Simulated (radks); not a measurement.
Values are calculated unless marked as measured or tabulated.
Question: The mean radii <r> (bohr) of the occupied orbitals of an atom or ion are listed with their occupations. Code: a radial shooting solver on a logarithmic mesh with Libxc functionals. Model: Dirac Kohn-Sham, PBE, spin-unpolarised, spherical densities, finite nucleus; Fermi nuclear charge, rms radius of each element as measured or else 0.836 A^(1/3) + 0.57 fm.

| orbital | occ. | <r> |
|---|---|---|
| 1s1/2 | 2 | 0.1036 |
| 2s1/2 | 2 | 0.5196 |
| 2p1/2 | 2 | 0.4838 |
| 2p3/2 | 4 | 0.4860 |
| 3s1/2 | 2 | 1.896 |
| 3p1/2 | 2 | 2.368 |
| 3p3/2 | 1 | 2.377 |

Name the element and its charge. Open shells, if any, fill j = l - 1/2 first.

Answer: Z = 15, phosphorus, charge 0: P in [Ne] 3s2 3p3. The 1s radius gives Z: for a bare nucleus <r> = (2 gamma + 1)/(2Z) with gamma = sqrt(1 - (Z/c)^2), 0.0996 bohr for Z = 15, and screening makes it slightly larger (0.1036 here). The occupations add up to 15, and the charge is Z minus that.
